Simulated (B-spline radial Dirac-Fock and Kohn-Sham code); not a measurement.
Satellites and hypersatellites of the K lines of Lu⁺

System: the Lu⁺ ion, configuration [Xe] 4f14 6s2.

These are calculated numbers from a radial B-spline solver; the model is Dirac-Fock energy differences between relaxed states, corrected for Breit and QED terms. Each two-hole energy is an average over J within one jj subconfiguration, not an observable level; in light atoms, where LS coupling holds, the j-resolved values are not observed lines, and for a K spectator the Kα1 hypersatellite is nearly forbidden. Correlation and solid-state effects are left out.

Lines without a spectator: Kα2 (K-L2) 52960.0 eV, Kα1 (K-L3) 54064.9 eV, Kβ3 (K-M2) 61042.5 eV, Kβ1 (K-M3) 61281.4 eV. Shifts in eV with one spectator hole (a dash: not computed, or left out as unreliable):

```tsv
spectator hole	Kα2	Kα1	Kβ3	Kβ1
K (1s)	+922.8	+986.4	+1193.0	+1207.7
L2 (2p1/2)	+115.9	+154.6	–	+298.6
L3 (2p3/2)	+91.0	+98.5	+230.6	–
M2 (3p1/2)	–	+24.02	+47.3	+56.0
M3 (3p3/2)	+13.76	–	+41.3	+41.6
M4 (3d3/2)	+4.69	+1.30	–	–
M5 (3d5/2)	-0.46	+3.32	–	–
```
